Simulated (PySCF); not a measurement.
H₂O₄W, SMILES [W]([OH])(=[O])(=[O])[OH], multiplicity 1.

The structure is a stationary point at r2SCAN-D4/def2-SVP. The multiplicity is an assumed one; other spin states were not compared. The isomer is the one that the SMILES or the coordinates give; other isomers of the formula were not compared. The def2 effective core potentials stand for the cores of W; spin–orbit coupling is left out. One conformer was computed; it need not be the lowest.

The numbers are results of TDDFT-M06-2X/def2-SVPD in PySCF 2.14.0, not measurements.

Vertical excitations. Gas-phase values at a fixed geometry. State labels are in the subgroup C2.

```
state  symmetry  energy (eV)  λ (nm)      f                                                                   main pairs
-----  --------  -----------  ------  -----  ---------------------------------------------------------------------------
S1            B         5.27     235  0.002                           HOMO→LUMO 44 %, HOMO→LUMO+1 34 %, HOMO→LUMO+2 16 %
S2            B         5.87     211  0.004                                             HOMO→LUMO+1 47 %, HOMO→LUMO 36 %
S3            A         6.11     203  0.000                                           HOMO−2→LUMO 55 %, HOMO→LUMO+3 11 %
S4            B         6.25     198  0.008                                         HOMO−1→LUMO 74 %, HOMO−1→LUMO+1 13 %
S5            A         6.52     190  0.000                         HOMO→LUMO+3 39 %, HOMO−2→LUMO 22 %, HOMO→LUMO+4 19 %
S6            A         6.62     187  0.000     HOMO−2→LUMO+1 40 %, HOMO−3→LUMO 25 %, HOMO−3→LUMO+1 9 %, HOMO−2→LUMO 7 %
S7            B         6.81     182  0.014                                        HOMO−1→LUMO+1 50 %, HOMO−1→LUMO+2 8 %
S8            A         6.84     181  0.000                                         HOMO−3→LUMO+1 56 %, HOMO−3→LUMO 30 %
S9            B         7.22     172  0.002   HOMO−5→LUMO+1 22 %, HOMO−2→LUMO+3 14 %, HOMO−5→LUMO 9 %, HOMO−5→LUMO+2 7 %
S10           B         7.40     168  0.001                        HOMO−5→LUMO 41 %, HOMO−5→LUMO+1 24 %, HOMO→LUMO+6 7 %
T1            B         5.03     247      0                           HOMO→LUMO 66 %, HOMO→LUMO+2 12 %, HOMO→LUMO+1 11 %
T2            B         5.30     234      0                                                             HOMO→LUMO+1 60 %
T3            B         5.66     219      0     HOMO−1→LUMO 34 %, HOMO−1→LUMO+1 19 %, HOMO−1→LUMO+2 11 %, HOMO→LUMO 10 %
T4            A         5.68     218      0  HOMO−2→LUMO+1 23 %, HOMO−3→LUMO 19 %, HOMO−1→LUMO+3 10 %, HOMO−3→LUMO+1 7 %
```
Triplets are in the Tamm–Dancoff approximation, which puts them higher than full response would, so one can lie above its singlet here.
